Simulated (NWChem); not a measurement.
HfH3Br; SMILES [Br][HfH3]

Program: NWChem. Medium grid unless said otherwise, to which SCAN and Minnesota functionals are sensitive. Geometry: optimised at PBE-D3(BJ)/def2-SVP. def2 effective core potentials on Hf; no spin-orbit coupling. Hybrids' shares of exact exchange are those that their runs print; pure functionals count as 0. The functionals differ in more than this share.

| row | share of exact exchange | orbital gap (eV) |
|---|---|---|
| PBE/def2-TZVP | 0.00 | 4.06 |
| LDA (Slater exchange, VWN5)/def2-TZVP | 0.00 | 3.78 |
| B3LYP/def2-TZVP | 0.20 | 5.91 |
| M06/def2-TZVP | 0.27 | 6.35 |
| PW6B95/def2-TZVP | 0.28 | 6.50 |
| MPW1K/def2-TZVP | 0.43 | withheld |

Question: Fit a straight line of the last column on the one before it, predict the withheld value, and compare with the run.

Answer: 
1. Means of the 5 shown rows: x = 0.150, y = 5.320. Slope Σ(x − x̄)(y − ȳ)/Σ(x − x̄)² = 0.7265/0.07880 = 9.220; intercept 3.937.
2. The shown rows scatter about the line by 0.112 (root mean square); the largest residual is -0.16, at LDA (Slater exchange, VWN5)/def2-TZVP.
3. At x = 0.43 (MPW1K/def2-TZVP; beyond the shown range) the line gives 7.90.
4. The run gives 8.04, +0.14 from the line, 1.3 times the scatter.
